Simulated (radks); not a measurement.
Results of a calculation; reference values are marked as such.
Spherical quantum dot in the effective-mass picture: electrons in a parabolic well V = omega^2 r^2 / 2 with omega = 2.71, with a point charge +2 (a donor) at the centre, all in effective atomic units (hartree* = m*/eps^2 hartree, bohr* = eps/m* bohr), one dielectric constant everywhere. Level of theory: non-relativistic Kohn-Sham, LDA (Slater exchange, Perdew-Wang correlation), spin-polarised, spherical densities (a radial shooting solver with Libxc functionals). Levels are named by radial order and angular momentum (1s, 1p, 1d, 2s, ...), and open shells are averaged over m. Results are scaled to m* = 0.172 and eps = 4.1, for which hartree* = 278.4 meV and bohr* = 1.261 nm.

N = 23, configuration 1s2 1p6 1d10 2s2 1f(up 3, down 0). This is the lowest configuration that the search found. Occupied and some empty levels:

| level | occupation | eigenvalue (meV) | <r> (nm) |
|---|---|---|---|
| 1s up | 1 | 5387.5 | 0.8577 |
| 1s down | 1 | 5392.7 | 0.8515 |
| 1p up | 3 | 6078.0 | 1.387 |
| 1p down | 3 | 6093.0 | 1.381 |
| 2s up | 1 | 6396.3 | 1.457 |
| 2s down | 1 | 6412.4 | 1.458 |
| 1d up | 5 | 6598.6 | 1.658 |
| 1d down | 5 | 6618.1 | 1.655 |
| 1f up | 3 | 7126.3 | 1.856 |
| 2p up | 0 | 7141.0 | 1.654 |
| 1f down | 0 | 7147.6 | 1.855 |
| 2p down | 0 | 7155.5 | 1.657 |
| 1g up | 0 | 7676.3 | 2.020 |
| 1g down | 0 | 7697.9 | 2.021 |
| 2d up | 0 | 7766.2 | 1.853 |
| 2d down | 0 | 7780.6 | 1.854 |

Energy (meV): total 94809.9, kinetic 20364, external 25213, Hartree 54370, exchange-correlation -5137.6.
